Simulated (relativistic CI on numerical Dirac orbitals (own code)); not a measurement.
## d1 to d9 in one tetrahedral field

Computed with a parametric ligand-field model without spin-orbit coupling, by exact diagonalisation: B = 920, C = 4200, 10Dq = -7900 cm⁻¹ (Td; |10Dq|/B = 8.6) for every shell. Energies in cm⁻¹; the field energy is (0.6 n_e − 0.4 n_t2) × 10Dq of the ground term; g labels are left out.

```csv
Shell,Ground term,Electrons in e,Field energy,First spin-allowed bands,Lowest term of other spin
d1,2E,1.000,-4740,2T2 7900,
d2,3A2,2.000,-9480,"3T2 7900, 3T1 13227",1E 15173
d3,4T1,1.913,-5633,"4T2 6844, 4A2 14744",2E 11434
d4,5T2,2.000,-3160,5E 7900,3T1 15102
d5,6A1,2.000,0,none,4T1 25060
d6,5E,3.000,-4740,5T2 7900,3T1 15729
d7,?,?,?,?,?
d8,3T1,3.913,-5633,"3T2 6844, 3A2 14744",1T2 14388
d9,2T2,4.000,-3160,2E 7900,
```

Problem. Fill in the row of d7.

Solution. Ground term: 4A2; Electrons in e: 4.000; Field energy: -9480; First spin-allowed bands: 4T2 7900, 4T1 13227; Lowest term of other spin: 2E 18658. Every shell keeps the spin of the free ion. Tetrahedral fields of 3d complexes are almost always too weak to pair spins. High-spin d^(n+5) repeats the spin-allowed bands of d^n, since the half-filled shell is spherical.
